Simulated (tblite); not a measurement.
Record of a relaxation.

Compound: C5H4BClNO2 (doublet state).
Numbering: `[O:1][B:2]([OH:3])[c:4]1[cH:5][cH:6][c:7]([Cl:8])[cH:9][n:10]1` (hydrogens: H11 on O3; H12 on C5; H13 on C6; H14 on C9)
Bond orders are those of one Lewis drawing.

Computed with GFN2-xTB (tblite), gas phase: L-BFGS steps from a force-field or distance-geometry start until the largest atomic force falls under 0.01 eV/Å. 10 of its 137 geometries are shown.

Step 0: E = -803.2418 eV, largest atomic force 6.281 eV/Å
```
atom  x, y, z in Å  |  force x, y, z in eV/Å
O1      2.804   -1.829    0.099   -2.659   5.146  -0.586
B2      2.201   -0.493   -0.060    4.761  -4.096   0.096
O3      3.082    0.645   -0.310   -1.431  -0.824   1.673
C4      0.652   -0.308    0.049   -2.471  -1.945   0.592
C5      0.059    0.946   -0.081   -0.470   0.068  -0.074
C6     -1.332    1.068    0.011    0.343  -0.207   0.096
C7     -2.107   -0.060    0.256   -0.055  -0.085   0.032
Cl8    -3.845    0.077    0.396    0.616  -0.113  -0.053
C9     -1.478   -1.309    0.401    1.814   0.602  -0.271
N10    -0.135   -1.404    0.301   -0.849   2.086  -0.334
H11     3.308    0.994    0.582    0.002  -0.259  -1.183
H12     0.656    1.827   -0.278    0.055  -0.160   0.016
H13    -1.798    2.041   -0.087    0.066  -0.134  -0.015
H14    -2.066   -2.195    0.588    0.278  -0.078   0.011
```

Step 15: E = -804.5588 eV, largest atomic force 3.903 eV/Å
```
atom  x, y, z in Å  |  force x, y, z in eV/Å
O1      2.714   -1.666    0.027    0.098  -0.045   0.026
B2      2.217   -0.522    0.061    0.369   0.397  -0.157
O3      2.610    0.795    0.118    3.813   0.462   0.695
C4      0.540   -0.378    0.006    0.289  -0.055   0.151
C5      0.062    0.916   -0.125    0.141  -0.291  -0.095
C6     -1.298    1.059    0.007   -0.043   0.230  -0.115
C7     -2.087   -0.050    0.259   -0.040  -0.171   0.022
Cl8    -3.772    0.076    0.393   -0.655   0.136   0.082
C9     -1.492   -1.293    0.392    0.041  -0.195  -0.065
N10    -0.196   -1.397    0.252    0.242  -0.285   0.025
H11     3.661    0.952    0.285   -3.334  -0.691  -0.601
H12     0.776    1.693   -0.307   -0.198   0.350  -0.044
H13    -1.740    2.028   -0.095   -0.231   0.337  -0.007
H14    -1.995   -2.214    0.595   -0.492  -0.181   0.084
```

Step 30: E = -804.9352 eV, largest atomic force 0.143 eV/Å
```
atom  x, y, z in Å  |  force x, y, z in eV/Å
O1      2.767   -1.636    0.004   -0.102   0.100  -0.009
B2      2.292   -0.480    0.075   -0.014  -0.079  -0.035
O3      2.760    0.805    0.168    0.104  -0.001   0.047
C4      0.557   -0.370    0.057    0.000  -0.002   0.031
C5      0.041    0.908   -0.128    0.006   0.007   0.008
C6     -1.331    1.051   -0.014    0.002  -0.008  -0.001
C7     -2.121   -0.066    0.244    0.019   0.004   0.026
Cl8    -3.827    0.083    0.417   -0.007  -0.011  -0.019
C9     -1.507   -1.308    0.379    0.056   0.011   0.004
N10    -0.197   -1.393    0.281    0.051  -0.022   0.034
H11     3.716    0.851    0.237   -0.111  -0.055  -0.032
H12     0.696    1.740   -0.320   -0.021   0.028   0.010
H13    -1.783    2.028   -0.110   -0.018  -0.020  -0.034
H14    -2.061   -2.215    0.578    0.034   0.048  -0.030
```

Step 45: E = -804.9471 eV, largest atomic force 0.077 eV/Å
```
atom  x, y, z in Å  |  force x, y, z in eV/Å
O1      2.705   -1.634   -0.087   -0.004  -0.007  -0.018
B2      2.274   -0.470    0.078    0.017  -0.010  -0.026
O3      2.805    0.785    0.217   -0.066  -0.009   0.013
C4      0.560   -0.327    0.114    0.074  -0.004  -0.019
C5      0.031    0.941   -0.101   -0.006  -0.035  -0.004
C6     -1.347    1.054   -0.026   -0.004   0.020   0.016
C7     -2.122   -0.072    0.238    0.007   0.001  -0.014
Cl8    -3.834    0.038    0.371    0.016   0.010  -0.034
C9     -1.486   -1.300    0.400    0.006   0.003   0.051
N10    -0.175   -1.364    0.339    0.008   0.043  -0.014
H11     3.760    0.765    0.205    0.056   0.027   0.011
H12     0.669    1.787   -0.299   -0.023  -0.052   0.026
H13    -1.816    2.015   -0.165   -0.043   0.028  -0.005
H14    -2.024   -2.217    0.586   -0.038  -0.013   0.018
```

Step 60: E = -804.9538 eV, largest atomic force 0.088 eV/Å
```
atom  x, y, z in Å  |  force x, y, z in eV/Å
O1      2.687   -1.622   -0.239   -0.011   0.039  -0.012
B2      2.277   -0.473    0.045    0.007  -0.005  -0.017
O3      2.815    0.766    0.275   -0.026  -0.027  -0.001
C4      0.567   -0.320    0.138   -0.042  -0.027  -0.016
C5      0.031    0.944   -0.081   -0.011   0.008   0.004
C6     -1.349    1.051   -0.030   -0.011   0.007  -0.042
C7     -2.122   -0.077    0.226    0.006   0.008   0.010
Cl8    -3.840    0.018    0.259    0.004   0.003   0.025
C9     -1.482   -1.291    0.452    0.001  -0.004  -0.019
N10    -0.169   -1.350    0.386    0.003  -0.045   0.075
H11     3.770    0.754    0.220    0.032   0.015   0.023
H12     0.665    1.794   -0.266    0.016   0.004  -0.003
H13    -1.829    2.004   -0.194    0.009   0.032  -0.008
H14    -2.022   -2.199    0.677    0.025  -0.007  -0.018
```

Step 76: E = -804.9603 eV, largest atomic force 0.072 eV/Å
```
atom  x, y, z in Å  |  force x, y, z in eV/Å
O1      2.641   -1.545   -0.485    0.016  -0.008   0.000
B2      2.271   -0.456    0.009    0.004  -0.003   0.008
O3      2.820    0.738    0.390    0.045  -0.027   0.032
C4      0.567   -0.326    0.187   -0.025   0.020  -0.034
C5      0.037    0.930   -0.081   -0.017   0.011  -0.069
C6     -1.344    1.042   -0.065   -0.010  -0.009   0.010
C7     -2.117   -0.079    0.222   -0.005  -0.004   0.008
Cl8    -3.834    0.010    0.225   -0.022   0.010   0.009
C9     -1.481   -1.284    0.506    0.019   0.002   0.015
N10    -0.167   -1.349    0.469    0.013   0.000  -0.006
H11     3.775    0.747    0.310   -0.054  -0.016   0.011
H12     0.679    1.767   -0.290   -0.004   0.030   0.003
H13    -1.819    1.988   -0.277    0.012  -0.005   0.008
H14    -2.029   -2.183    0.750    0.028  -0.001   0.005
```

Step 91: E = -804.9866 eV, largest atomic force 0.118 eV/Å
```
atom  x, y, z in Å  |  force x, y, z in eV/Å
O1      2.618   -1.338   -0.833    0.003   0.109   0.046
B2      2.275   -0.423   -0.048    0.033  -0.082  -0.015
O3      2.828    0.565    0.715   -0.079  -0.027  -0.049
C4      0.570   -0.292    0.082    0.007   0.011   0.023
C5      0.008    0.936   -0.240   -0.020  -0.003  -0.071
C6     -1.372    1.021   -0.165   -0.011   0.042   0.094
C7     -2.110   -0.080    0.261    0.009   0.006   0.006
Cl8    -3.821    0.024    0.422    0.014  -0.036  -0.033
C9     -1.441   -1.259    0.572    0.011  -0.005  -0.025
N10    -0.130   -1.312    0.448    0.012   0.002   0.043
H11     3.783    0.580    0.679    0.040  -0.034   0.012
H12     0.612    1.783   -0.517    0.017  -0.021  -0.037
H13    -1.871    1.945   -0.413   -0.028   0.015   0.008
H14    -1.950   -2.151    0.908   -0.008   0.024  -0.003
```

Step 106: E = -805.0018 eV, largest atomic force 0.065 eV/Å
```
atom  x, y, z in Å  |  force x, y, z in eV/Å
O1      2.645   -1.136   -1.030   -0.027   0.059  -0.003
B2      2.282   -0.383   -0.099    0.008  -0.043   0.046
O3      2.804    0.400    0.887   -0.006  -0.015  -0.014
C4      0.573   -0.239    0.009    0.011  -0.001  -0.008
C5     -0.029    0.953   -0.368   -0.003  -0.006   0.000
C6     -1.403    1.027   -0.198   -0.001   0.004  -0.026
C7     -2.096   -0.072    0.302    0.006   0.029  -0.019
Cl8    -3.806   -0.020    0.502    0.016   0.008   0.004
C9     -1.389   -1.223    0.631    0.012   0.010   0.013
N10    -0.082   -1.249    0.470    0.010  -0.018  -0.005
H11     3.756    0.335    0.955    0.016   0.009  -0.013
H12     0.539    1.781   -0.757    0.001  -0.003   0.018
H13    -1.930    1.934   -0.454   -0.022  -0.016  -0.005
H14    -1.866   -2.110    1.019   -0.023  -0.018   0.011
```

Step 121: E = -805.0088 eV, largest atomic force 0.032 eV/Å
```
atom  x, y, z in Å  |  force x, y, z in eV/Å
O1      2.587   -0.928   -1.159    0.017   0.021   0.017
B2      2.280   -0.341   -0.097   -0.008  -0.023  -0.016
O3      2.849    0.257    0.984   -0.014  -0.018  -0.021
C4      0.576   -0.199    0.041    0.013   0.005   0.018
C5     -0.046    0.960   -0.399    0.003   0.004   0.010
C6     -1.423    1.012   -0.248   -0.002  -0.023  -0.016
C7     -2.095   -0.077    0.299    0.000  -0.014   0.022
Cl8    -3.807   -0.051    0.479   -0.003  -0.001   0.004
C9     -1.369   -1.196    0.692   -0.004  -0.014  -0.005
N10    -0.059   -1.205    0.541   -0.008  -0.002  -0.004
H11     3.803    0.180    0.998    0.005   0.009   0.004
H12     0.514    1.776   -0.821   -0.016   0.018   0.000
H13    -1.978    1.885   -0.556    0.018   0.019  -0.013
H14    -1.833   -2.075    1.114   -0.001   0.021   0.002
```

Step 136: E = -805.0098 eV, largest atomic force 0.007 eV/Å
```
atom  x, y, z in Å  |  force x, y, z in eV/Å
O1      2.607   -0.844   -1.199    0.001  -0.003  -0.004
B2      2.282   -0.330   -0.104    0.007   0.001   0.002
O3      2.836    0.195    1.021   -0.001  -0.001   0.000
C4      0.577   -0.193    0.031   -0.002   0.003   0.004
C5     -0.052    0.957   -0.423   -0.001   0.002  -0.001
C6     -1.429    1.004   -0.269    0.000   0.001  -0.001
C7     -2.093   -0.076    0.305    0.001   0.002   0.000
Cl8    -3.803   -0.052    0.501   -0.001   0.000   0.000
C9     -1.359   -1.184    0.712   -0.002  -0.001  -0.002
N10    -0.051   -1.193    0.550   -0.003  -0.001  -0.001
H11     3.790    0.127    1.041    0.001   0.001   0.000
H12     0.498    1.772   -0.861    0.000  -0.003   0.000
H13    -1.984    1.871   -0.594   -0.001  -0.002   0.001
H14    -1.819   -2.055    1.157    0.002   0.000   0.001
```

Q: Summarise the path.

A: The energy falls by 170.59 kJ/mol from step 0 to step 136; nine tenths of that is first reached at step 17. It rises by more than 0.2 meV at steps 2, 15, 18, 81 and 87. The largest force goes from 6.281 to 0.007 eV/Å. Among the bonds O1–B2 changes most, from 1.474 to 1.252 Å; the atoms move by 0.733 Å rms after alignment.

Q: Follow the three bonds and two angles with the largest change from start to end.

A: 
```
step  E above end (kJ/mol)  largest force (eV/Å)  O1–B2 (Å)  B2–C4 (Å)  B2–O3 (Å)  O1–B2–O3 (°)  O3–B2–C4 (°)
   0                170.59                 6.281      1.474      1.565      1.461         118.6         121.1
   6                 34.57                 0.698      1.227      1.832      1.367         140.6         107.9
  12                 28.05                 0.659      1.242      1.764      1.376         142.1         103.4
  18                 27.85                 3.277      1.278      1.661      1.376         137.5         106.0
  24                  8.58                 0.197      1.250      1.708      1.372         137.3         106.9
  30                  7.19                 0.143      1.252      1.739      1.370         137.7         106.4
  35                  6.58                 0.100      1.250      1.730      1.371         137.4         107.2
  41                  6.27                 0.062      1.251      1.720      1.370         137.6         107.2
  47                  5.90                 0.057      1.252      1.718      1.370         137.2         107.8
  53                  5.67                 0.047      1.252      1.723      1.370         137.3         108.0
  59                  5.46                 0.076      1.252      1.720      1.370         137.7         107.5
  65                  5.20                 0.040      1.251      1.721      1.368         137.9         107.3
  71                  5.00                 0.060      1.252      1.721      1.369         138.2         107.6
  77                  4.73                 0.081      1.252      1.718      1.368         138.5         107.8
  83                  3.83                 0.108      1.251      1.720      1.366         138.6         108.4
  89                  2.71                 0.086      1.252      1.716      1.367         139.8         107.8
  95                  1.66                 0.085      1.252      1.713      1.363         140.7         107.2
 101                  0.94                 0.126      1.253      1.717      1.365         140.4         107.0
 106                  0.77                 0.065      1.251      1.718      1.363         140.6         106.7
 112                  0.44                 0.067      1.253      1.715      1.362         140.7         107.4
 118                  0.18                 0.053      1.252      1.717      1.360         141.2         108.2
 124                  0.05                 0.030      1.252      1.716      1.360         140.9         108.3
 130                  0.02                 0.012      1.252      1.717      1.360         141.1         108.1
 136                  0.00                 0.007      1.252      1.716      1.360         141.0         107.9
```

What follows is the cost of the whole relaxation. Hardware: one thread of an Arm Neoverse V1 (shared host). Cost: 1.1 s.
